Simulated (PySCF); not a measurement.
**The second ionisation energy along the 3d series**

All values are computed (PySCF 2.14, energy differences of UHF-based or UKS calculations, no spin-orbit coupling). Values in eV. The last column holds reference values (NIST; (s) semi-empirical, (t) theoretical, else measured). Unmarked ones compare directly (S terms, centres of terms, or small fine structure); those marked * lie between the lowest fine-structure levels and include a spin-orbit shift.

| element | configurations | UHF | MP2 (valence) | SCS-MP2 (valence) | CCSD (valence) | PBE | PBE0 | reference |
| --- | --- | --- | --- | --- | --- | --- | --- | --- |
| Sc (dyall-av2z, non-relativistic) | [Ar] 3d1 4s1 → [Ar] 3d1 | 12.159 | 12.226 | 12.181 | 12.256 | 13.029 | 12.860 | 12.800 * |
| Ti (dyall-av2z, non-relativistic) | [Ar] 3d2 4s1 → [Ar] 3d2 | 12.851 | 13.009 | 12.903 | 13.058 | 13.893 | 13.677 | 13.575 * |
| V (dyall-av2z, non-relativistic) | [Ar] 3d4 → [Ar] 3d3 | 13.280 | 13.981 | 13.514 | 14.065 | 15.421 | 15.079 | 14.634 ± 0.007 * |
| Cr (dyall-av2z, non-relativistic) | [Ar] 3d5 → [Ar] 3d4 | 15.140 | 16.058 | 15.446 | 16.079 | 17.268 | 16.920 | 16.486 * |
| Mn (dyall-av2z, non-relativistic) | [Ar] 3d5 4s1 → [Ar] 3d5 | 14.692 | 15.084 | 14.822 | 15.112 | 16.076 | 15.767 | 15.640 |
| Fe (dyall-av2z, non-relativistic) | [Ar] 3d6 4s1 → [Ar] 3d6 | 15.119 | 15.644 | 15.426 | 15.667 | 16.612 | 16.289 | 16.199 * |
| Co (dyall-av2z, non-relativistic) | [Ar] 3d8 → [Ar] 3d7 | 14.347 | 16.894 | 16.774 | 16.424 | 18.017 | 17.345 | 17.084 * |
| Ni (dyall-av2z, non-relativistic) | [Ar] 3d9 → [Ar] 3d8 | 15.180 | 18.246 | 17.951 | 17.519 | 19.037 | 18.325 | 18.169 * |
| Cu (dyall-av2z, non-relativistic) | [Ar] 3d10 → [Ar] 3d9 | 17.399 | 20.813 | 20.393 | 19.842 | 21.131 | 20.440 | 20.292 * |
| Zn (dyall-av2z, non-relativistic) | [Ar] 3d10 4s1 → [Ar] 3d10 | 16.587 | 17.447 | 17.313 | 17.366 | 18.381 | 18.007 | 17.964 |

"Valence" correlates the outer s and p shells and, in groups 3 to 12 and the f block, the outer d or f shell, open or full, or the next shell where the ion has no valence electron left; the wider scheme adds the next inner shell.
